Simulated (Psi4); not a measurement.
Pair of molecules, SMILES Cl with SMILES C#C (the first has 2 atoms); geometry from B3LYP-D3(BJ)/def2-TZVP, rigid monomers moved along the line of their centres of mass till H2···C4 is 3.32 Å.
(charge 0, multiplicity 1):
```xyz
6

Cl    -0.1177     0.5380    -0.4665
H     -0.1237     0.3436     0.8106
C     -0.5549    -0.5627     3.9794
C      0.2913     0.2754     4.1065
H     -1.3062    -1.3075     3.8710
H      1.0427     1.0189     4.2232
```

Computed with Psi4 with SAPT0/jun-cc-pV(D+d)Z.

Give the four SAPT terms and the total, and say what mostly holds the pair together.

electrostatics -5.4, exchange 1.4, induction -0.8, dispersion -1.5, total -6.3 kJ/mol; the largest attraction is electrostatics.
